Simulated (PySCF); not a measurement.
**S²⁺: excitation energy**

S²⁺ [Ne] 3s2 3p2 (3P) → S²⁺ [Ne] 3s1 3p3 (5S), as a difference of total energies. Calculation: PySCF 2.14, in aug-cc-pwCVDZ; the non-relativistic Hamiltonian (point nucleus). Correlated levels: nothing frozen. The calculations carry no spin-orbit coupling.

| method | excitation energy (cm⁻¹) |
| --- | --- |
| UHF | 42569 |
| MP2 (all electrons) | 52156 |
| SCS-MP2 (all electrons) | 55334 |
| CCSD (all electrons) | 54925 |
| CCSD(T) (all electrons) | 55257 |

A first-order spin-orbit estimate (lowest level to lowest level, LS coupling) adds 0.061 eV.
